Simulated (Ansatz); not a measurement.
Question: Name a neutral molecule of C, N, Y and H with HOMO energy (ωB97M-V/def2-TZVPP) between -7.75 and -7.45 eV and size of the dipole moment (B3LYP/def2-TZVPP) between 0.25 and 0.55 D (Ansatz, PBE0-D4/def2-TZVP geometry).

Answer: `C[N](C)[Y]([N](C)C)[N](C)C` (-7.70 eV, 0.49 D). Other molecules can fit too; these were computed, each in one conformer that needn't be the lowest.

B3LYP here is the variant with VWN-RPA as its local correlation; programs differ in this.
